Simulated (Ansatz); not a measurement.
A CCSD(T) single point on Cl2FHHfO, SMILES `[OH][Hf]([F])([Cl])[Cl]`.

```yaml
crystal:
  periodic: [false, false, false]
  atoms:
    - {symbol: O, position_ang: [-1.030174, 0.994144, -0.322500]}
    - {symbol: Hf, position_ang: [0.274295, -0.322649, 0.033037]}
    - {symbol: F, position_ang: [0.169711, -1.663532, -1.300858]}
    - {symbol: Cl, position_ang: [-0.130465, -1.297112, 2.126347]}
    - {symbol: Cl, position_ang: [2.410882, 0.640468, -0.020419]}
    - {symbol: H, position_ang: [-1.694249, 1.648682, -0.515607]}
basis:
  gaussian: {orbitals: def2-QZVPP}
correlation: {method: ccsd_t}
```

```sh
$ ansatz run in.yaml --threads 2 --pin off --events-out ev --progress --plain --max-ram 20480MiB --backend cuda --devices 0, --max-vram 18GiB
```

The program prints (abridged):

```
Functional definition: HF
2228 factors; integrals over basis functions are off by at most 1.2e-3 eV
mean field evaluation 1: about -31065.8779 eV, gradient 5.5e1 eV
mean field evaluation 2: about -31066.0049 eV, gradient 5.5e1 eV
mean field evaluation 4: about -31071.2484 eV, gradient 2.4e0 eV
mean field evaluation 8: about -31071.2865 eV, gradient 2.2e-1 eV
mean field -31071.28669414 eV, -1141.8487251351 hartree, gradient 2.8e-6 eV, S^2 0.000000; 0 other end points of the search recorded, 0 dependent functions left out
12 core orbitals not correlated: weight in the atoms' cores, before any rotation towards them, 1.000 or more for the frozen orbitals, at most 0.000 for the correlated occupied ones
reference -31071.28669414 eV, -1141.8487251351 hartree; 20, 20 occupied and 333, 333 virtual orbitals, 2228 factors
second order -35.77281263 eV of doubles, -0.00000000 eV of singles
cycle   1  -35.31774599 eV  change    4.6e-1 eV  update   1.5e-1
cycle   2  -36.03631633 eV  change   -7.2e-1 eV  update   5.9e-2
cycle   3  -36.25366023 eV  change   -2.2e-1 eV  update   2.5e-2
cycle   4  -36.23556971 eV  change    1.8e-2 eV  update   7.2e-3
cycle   5  -36.22454979 eV  change    1.1e-2 eV  update   2.7e-3
cycle   6  -36.22565107 eV  change   -1.1e-3 eV  update   9.6e-4
cycle   7  -36.22589351 eV  change   -2.4e-4 eV  update   2.7e-4
cycle   8  -36.22568182 eV  change    2.1e-4 eV  update   1.1e-4
cycle   9  -36.22571437 eV  change   -3.3e-5 eV  update   3.2e-5
perturbative correction -1.55925053 eV, -0.0573014000 hartree
Total energy: -31109.07165904 eV, -1143.2372969836 hartree
```

Hardware: 2 threads of an AMD EPYC 7R13 on a shared host and a share of an NVIDIA H100 80 GB. Wall time 8.5 s, peak host memory 0.86 GiB.

MP2 recovers 94.7 % of the CCSD(T) correlation energy and the triples give 4.1 %; T1 = 0.0143.
